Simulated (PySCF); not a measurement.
## As⁺ (arsenic, charge +1) across methods

[Ar] 3d10 4s1 4p2 4d1, one real determinant (an excited configuration). Computed with PySCF 2.14 in aug-cc-pwCVDZ-PP with ECP10MDF (6s5p4d1f, 48 functions), with scalar relativity through the core potential.

| method | E (hartree) | mean ε 4s α (eV) | mean ε 4p α (eV) | mean ε 4d α (eV) | Σ⟨r²⟩ (bohr²) | ⟨S²⟩ |
| --- | --- | --- | --- | --- | --- | --- |
| r2SCAN | -331.2339 | -28.657 | -17.625 | -5.475 | 37.63 | 6.001 |
| PW91 | -331.4697 | -27.825 | -17.114 | -5.567 | 37.43 | 6.001 |
| PBE0 | -331.3229 | -29.683 | -18.472 | -6.061 | 37.50 | 6.001 |
| wB97M-V | -331.1516 | -32.222 | -20.628 | -7.350 | 37.21 | 6.001 |
| LDA | -330.8206 | -27.974 | -17.133 | -5.479 | 37.36 | 6.001 |
| UHF | -330.21374 | -34.920 | -22.178 | -7.211 | 37.95 | 6.001 |
| r2SCAN0 | -331.2322 | -30.348 | -18.859 | -5.976 | 37.54 | 6.001 |
| TPSS | -331.2823 | -27.871 | -17.167 | -5.508 | 37.68 | 6.001 |

**Question.** Estimate the same row for PBE.

**Answer.** E (hartree) = -331.3514; mean ε 4s α (eV) = -27.728; mean ε 4p α (eV) = -17.057; mean ε 4d α (eV) = -5.542; Σ⟨r²⟩ (bohr²) = 37.51; ⟨S²⟩ = 6.001.

⟨L²⟩ = 7.81 against 12 for a pure F term, so this real determinant mixes terms. Energies and moments cover only the electrons outside the core potential. The outer electron is Rydberg-like, and this basis confines it to a smaller radius and binds it less than a complete one would.
